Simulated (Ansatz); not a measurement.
Basis-set extrapolation for `C=C[SiH2][SiH2]Cl` (PBE0-D4/def2-TZVP geometry, frozen core, Ansatz 0.2.0). Multiplicity 1, RHF reference.

```
                       def2-TZVPP    def2-QZVPP
                 HF  -1117.270009  -1117.304198
    MP2 correlation     -0.757467     -0.816644
CCSD(T) correlation     -0.862725       not run
```

Energies in hartree. Use E(X) = E(∞) + A·exp(−7.88·√X) for Hartree–Fock and E(X) = E(∞) + B·X^(−2.97) for correlation, with X = 3 and 4, and add CCSD(T) minus MP2 of the smaller set to the MP2 limit.

Problem. What is the CCSD(T) energy at the basis-set limit?

Solution. HF limit: -1117.304198 + (-0.034189) × 0.13774 = -1117.30891. MP2 limit: -0.816644 + (-0.059177) × 0.74074 = -0.86048. Higher-order term: -0.862725 − (-0.757467) = -0.10526. Total: -1118.27465 hartree, 372.6 kJ/mol below CCSD(T)/def2-TZVPP.
